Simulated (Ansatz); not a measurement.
A made-up structure of H₂TeSO, closed shell:

```tsv
atom	x (Å)	y (Å)	z (Å)
O1	-1.4738	-0.8037	0.2226
Te2	-0.5811	0.4006	-1.0401
S3	1.0021	1.4405	0.3643
H4	1.0425	2.5853	1.0974
H5	2.0218	0.5836	0.1738
```

It is relaxed with PBE-D4/def2-SVP and then PBE0-D4/def2-TZVP (Ansatz 0.2.0). Atoms count as bonded within 1.22 times the sum of their covalent radii (H–H: 0.88 Å). The end point is not checked to be a true minimum.

Task: Does its bonding change? (Judge from chemistry; the calculation decides.)

Result: The calculation gives: No: no bond forms or breaks.

Where it ends: The first stage lowers the energy by 1.51 eV in 13 steps. It ends as H₂TeSO ([O][Te][SH2]):
O1  (-1.211, -0.624, 0.370)
Te2  (-0.788, 0.408, -1.067)
S3  (1.301, 1.712, -0.068)
H4  (0.761, 2.053, 1.118)
H5  (1.948, 0.657, 0.464)
(Å)

Labels in which every atom is bracketed show which atoms are joined, not bond orders.

For scale, one of the runs: PBE0-D4/def2-TZVP relaxation, 130 basis functions, launched by `ansatz run in.yaml --threads 2 --pin off --events-out ev --progress --plain --max-ram 4352MiB`. Hardware: 2 CPU threads of an Intel Xeon Platinum 8259CL, shared host. Wall time about 22 s.
